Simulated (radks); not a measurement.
Valence configurations of Yb III (all share [Xe]). All-electron calculation, Dirac Kohn-Sham, PBE, spin-unpolarised, spherical densities, finite nucleus; open shells fill j = l - 1/2 first; Fermi nuclear charge, rms radius 5.3108 fm. Program: a radial shooting solver on a logarithmic mesh with Libxc functionals. Order these by energy: 4f12 6s2; 4f12.5 6s1.5; 4f13 5d1; 4f13.5 6s0.5; 4f12 5d1 6s1; 4f14; 4f12.5 5d0.5 6p1; 4f13.5 5d0.5; 4f13.5 6p0.5; 4f12 5d2.

Answer. From the lowest, in eV above it: 4f14 0.000; 4f13.5 6s0.5 1.659; 4f13.5 5d0.5 2.252; 4f13.5 6p0.5 3.860; 4f13 5d1 5.671; 4f12.5 6s1.5 10.428; 4f12.5 5d0.5 6p1 15.008; 4f12 5d2 16.452; 4f12 5d1 6s1 16.787; 4f12 6s2 17.902. NIST lists [Xe] 4f14 as the ground configuration; this level of theory agrees among the configurations tried. The energies are those of spherical spin-averaged densities, not of single terms.
